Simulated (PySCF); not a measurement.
Al(All)(F)(OH) (C3H6AlFO), SMILES [F][Al]([OH])[CH2]C=C.

Geometry optimised at PBE0-D3(BJ)/def2-SVP. The structure was generated by enumeration; whether it is a known compound was not checked. The values are those of a single conformer.

Two levels are set side by side: PBE/def2-TZVP (PySCF) and M06-2X/def2-TZVP (PySCF). Same geometry, gas phase. Differences are taken from unrounded values.

```
quantity                     M06-2X
---------------------------  ------
orbital gap (eV)               8.19
highest occupied level (eV)   -8.16
lowest empty level (eV)        0.04
dipole moment (D)              0.91
mean polarisability (bohr³)    60.3
```

What does PBE give, and how far is it from M06-2X? (An estimate is asked for; the answer gives what the named calculation found.)


| quantity | PBE | PBE minus M06-2X |
|---|---|---|
| orbital gap (eV) | 4.45 | -3.74 |
| highest occupied level (eV) | -5.96 | 2.20 |
| lowest empty level (eV) | -1.51 | -1.54 |
| dipole moment (D) | 0.92 | 0.01 |
| mean polarisability (bohr³) | 64.5 | 4.2 |

Without exact exchange PBE keeps part of each electron's self-repulsion, which lifts occupied levels and narrows the gap. PBE's more diffuse valence density responds more strongly to a field. Differences between two approximate levels are no errors against the true value.

Rough cost on one machine, each run with all the roots and properties that it gave: M06-2X against PBE about 4 times.
